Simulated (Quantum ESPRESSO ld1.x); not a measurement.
Q: Ionisation ladder of arsenic, from As to As12+. Each ion is in the ground configuration listed by NIST, and IE = E(next ion) - E(this ion). Method: scalar-relativistic Kohn-Sham, LDA (Slater exchange, Perdew-Zunger correlation), spin-unpolarised, spherical densities, point nucleus; computed with ld1.x of Quantum ESPRESSO 7.5.

species      configuration  IE, Delta-SCF (eV)  -e(HOMO) (eV)  HOMO  <r> HOMO (bohr)
As       [Ar] 3d10 4s2 4p3               9.325          5.347    4p             2.55
As+      [Ar] 3d10 4s2 4p2              18.163         13.545    4p             2.30
As2+     [Ar] 3d10 4s2 4p1                   ?         22.958    4p             2.13
As3+         [Ar] 3d10 4s2              51.114         44.862    4s             1.74
As4+         [Ar] 3d10 4s1              63.789         57.444    4s             1.67
As5+             [Ar] 3d10              121.94         107.56    3d            0.661
As6+              [Ar] 3d9              152.16         136.72    3d            0.634
As7+              [Ar] 3d8                   ?         167.98    3d            0.610
As8+              [Ar] 3d7              218.63         201.24    3d            0.589
As9+              [Ar] 3d6              254.68         236.38    3d            0.571
As10+             [Ar] 3d5                   ?         273.35    3d            0.553
As11+             [Ar] 3d4                   ?         312.08    3d            0.538
As12+             [Ar] 3d3              373.36         352.51    3d            0.523

Estimate the withheld Delta-SCF values.

A: As2+: 28.040 eV (NIST 28.35); As7+: 184.42 eV (NIST 180); As10+: 292.53 eV (NIST 296); As11+: 332.11 eV (NIST 333).

Beside tabulated values, note that spin-unpolarised runs miss the spin-polarisation part of the exchange energy of open shells.
